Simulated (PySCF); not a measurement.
C6H11O (SMILES [CH2]C(=O)CC(C)C), doublet (typed; the unrestricted solution is spin-contaminated), geometry from GFN2-xTB. Base run: HF/STO-3G (PySCF).

Here is a job for PySCF.
```python
from pyscf import gto, scf

mol = gto.M(
    atom='''
C     2.20591404   -0.44031400   -0.45736849
C     1.09196265    0.41268942   -0.33583232
O     0.74406726    1.18356321   -1.23663528
C     0.33877984    0.38585523    0.98522440
C    -1.05395983   -0.24932639    0.79482052
C    -1.93197516    0.63147546   -0.08384838
C    -0.94128819   -1.65817365    0.21568997
H     2.84814120   -0.34666925   -1.31626420
H     2.53069654   -1.06534200    0.35393873
H     0.20910406    1.41361474    1.32870449
H     0.90023319   -0.17200020    1.73410466
H    -1.50758209   -0.31944056    1.79155030
H    -2.87003799    0.13169946   -0.31408151
H    -2.15062661    1.57484584    0.41159759
H    -1.41826622    0.85243457   -1.01942306
H    -0.56382848   -1.62273750   -0.80360340
H    -0.26927935   -2.27087201    0.81307424
H    -1.91769218   -2.13727504    0.20137047
''',
    basis='sto-3g',
    spin=1,
    verbose=4,
)

mf = scf.UHF(mol)
mf.kernel()
mf.analyze()
```

The base run was repeated with changes; each row names its change, and settings that it needs were set with it.

```tsv
change	E (Eh)	HOMO (eV)	dipole (D)	<S^2>	core-seconds (rough)	outcome
base	-304.65589	-8.67	1.49	1.055	1	converged
functional = blyp; dispersion = d3bjm	-306.38164	-1.95	1.52	0.765	20	converged
functional = wb97m_v	-	-	-	-	-	cut at the time limit
functional = x3lyp	-306.38223	-3.68	1.63	0.787	20	converged
functional = mn15	-304.78424	-4.67	1.65	0.780	40	converged
functional = camb3lyp	-306.35400	-5.32	1.66	0.798	40	converged
functional = b3lyp; dispersion = d3bj	-306.56364	-3.61	1.63	0.785	20	converged
functional = b97-1	-306.47695	-3.57	1.63	0.783	30	converged
functional = blyp; dispersion = d3zero	-306.35480	-1.95	1.52	0.765	10	converged
functional = hse06	-306.24609	-3.48	1.66	0.795	50	converged
functional = r2scan	-306.39942	-2.39	1.64	0.786	40	converged
functional = m06l	-306.44656	-2.22	1.67	0.775	40	converged
functional = b3lyp; dispersion = d3bjm	-306.56914	-3.61	1.63	0.785	20	converged
```

Absolute energies of different levels of theory aren't comparable as measures of quality.

Open shells are given as the SCF converged; they aren't shown to be the lowest states, and a large step between rows can be another state.
